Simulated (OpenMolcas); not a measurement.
## Mn VI: from CASSCF to CASPT2

```json
{"Program": "OpenMolcas 26.06", "Basis": "ANO-RCC-VDZP [5s4p2d1f]", "Scalar Hamiltonian": "DKH2, point nucleus", "Active space": "2 electrons in 5 orbitals (3d)", "State averaging": "2S+1 = 3 even, 10 roots; 2S+1 = 1 even, 15 roots", "Spin-orbit coupling": "RASSI with atomic mean-field integrals over the reference wave functions, term energies averaged over their components"}
```

Methods on the same reference wave functions:
A. CASSCF
B. SS-CASPT2, IPEA 0.25 Eh, imaginary shift 0.1 Eh (closed shells correlated: 3s 3p)

Energies in cm⁻¹ above 3d² ³F₂, the measured ground level; measured values from Corliss and Sugar, J. Phys. Chem. Ref. Data 6, 1253 (1977).

```tsv
Level	A	B	Measured
3d² ³F₂	0.0	0.0	0.0
3d² ³F₃	715	720	746
3d² ³F₄	1625	1629	1669
3d² ¹D₂	18438	15600	15336
3d² ³P₀	21444	18520	17782
3d² ³P₁	21700	18780	18057
3d² ³P₂	22276	19360	18628
3d² ¹G₄	28264	26660	25511
3d² ¹S₀	68476	61180
```

Deviations, from unrounded energies. A percentage is the sum of absolute deviations over the sum of measured energies, with the sign that they share, or ± where signs differ.

```tsv
Against measurement	Levels	A	B
mean absolute deviation (cm-1)	7	2400	530
fine structure of the ground term (%)	2	-3.1	-2.7
other terms of the ground configuration (%)	5	+17.6	+3.8
```

B lies closest to measurement on these levels. The largest miss of B in the table is 3d² ¹G₄, by +1100 cm-1. The ranking rests on the paired levels alone, and a cruder setting can come out closer through cancelling errors.

From A to B the spin-free energies of the other terms of 3d² shown, above ³F, scale by factors of 0.84 to 0.94, as is usual when dynamic correlation screens the repulsion within a d or f shell.

The lowest spin-free term lies below A's lowest term by 0.212 hartree in B.

CASPT2 breaks the degeneracy within a term, and the mean is taken; among the terms shown or strongly mixed into the levels shown the widest spread is 780 cm-1 (3d² ¹G, B). The basis is small and was not contracted for so high a charge. Without dynamic correlation excited terms often stand tens of per cent too high (terms of higher spin than the ground term too low), and those without a measured partner can miss by more than the paired ones (holds for A). Computed and measured levels are paired by configuration, term and J; levels that our copy of the source lacks, or whose pairing is in doubt (as where it misses far off the trend of its configuration), stay unpaired and out of the deviations. Only configurations of the active space appear.
